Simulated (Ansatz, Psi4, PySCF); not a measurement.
Cl₂Sr, charge +1, doublet, at a GFN2-xTB geometry (such geometries of metal compounds can be far from the true shape) (a state made from the parent by changing its charge; the spin is typed, not shown lowest) (core potentials on Sr), atoms displaced at random by about 0.08 Å a coordinate. Base run: HF/def2-SVP, gradient in PySCF.

The PySCF input:
```python
from pyscf import gto, scf

mol = gto.Mole()
mol.atom = '''
    Sr    0.400505   -0.875642    0.318056
    Cl    0.501320    1.022440   -1.399476
    Cl   -1.580861    0.670730    0.550342
'''
mol.basis = 'def2-svp'
mol.ecp = {'Sr': 'def2-svp'}
mol.charge = 1
mol.spin = 1
mol.verbose = 4
mol.build()

mf = scf.UHF(mol)
mf.kernel()
g = mf.nuc_grad_method()
grad = g.kernel()
```

Programs used: Ansatz (a first-principles code), Psi4, PySCF; a row that names a program was run with it.

The coordinate followed is z of atom 3.

Variants of this job, named by their change:

```
change                                                  dE/dx (Eh/bohr)  net force (Eh/bohr)
------------------------------------------------------  ---------------  -------------------
base                                                           0.004590             0.000000
density fitting = on; auxbasis_response = off                  0.004358             0.001059
finite difference step (bohr) = 0.05; conv_tol = 1e-11         0.004587                    -
conv_tol = 1e-4                                                0.004884             0.000000
conv_tol = 1e-11                                               0.004589             0.000000
density fitting = on                                           0.004544             0.000000
finite difference step (bohr) = 0.01; conv_tol = 1e-11         0.004589                    -
finite difference step (bohr) = 1e-5; conv_tol = 1e-11         0.004589                    -
code = ansatz                                                  0.004588             0.000000
finite difference step (bohr) = 1e-3; conv_tol = 1e-11         0.004589                    -
code = psi4                                                    0.004543             0.000000
conv_tol = 1e-6                                                0.004586             0.000000
```

The net force is zero for an exact gradient.

Open shells are given as the SCF converged; they aren't shown to be the lowest states, and a large step between rows can be another state.
